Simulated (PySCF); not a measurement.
**C₆ coefficients of unlike pairs at r2SCAN0**

Calculated with PySCF 2.14 from the dipole response of each species, C₆(A,B) = (3/π) ∫ α_A(iu) α_B(iu) du, in atomic units, from isotropic polarisabilities. For ions this is the dispersion term alone; charge-induced terms of lower order in 1/R come first.

| species | configuration | basis | relativity | α (bohr³) | C₆ (like pair) |
| --- | --- | --- | --- | --- | --- |
| Al²⁺ | [Ne] 3s1 (2S) | aug-cc-pV(Q+d)Z with one added diffuse shell each of s, p, d, f, g type (8s7p6d4f3g) | none | 14.20 | 39.36 |
| Sc⁺ | [Ar] 3d1 4s1 (3D) | x2c-TZVPPall with one added diffuse shell each of s, p, d, f type (7s6p5d3f1g) | spin-free X2C | 62.09 | 435.7 |
| Mg | [Ne] 3s2 (1S) | x2c-QZVPPall with one added diffuse shell each of s, p, d, f type (10s7p6d3f) | spin-free X2C | 75.49 | 699.7 |

Task: Estimate C₆ for Sc⁺ with Al²⁺.

Result: The integral gives 127.5. The combination rule 2 C_A C_B / (C_A α_B/α_A + C_B α_A/α_B) gives 126.2 and the geometric mean 131.0.

No spin-orbit coupling is included.

The other pairs:

```json
{"pair": "Mg, Al²⁺", "C₆": "161.5"}
{"pair": "Mg, Sc⁺", "C₆": "550.2"}
```
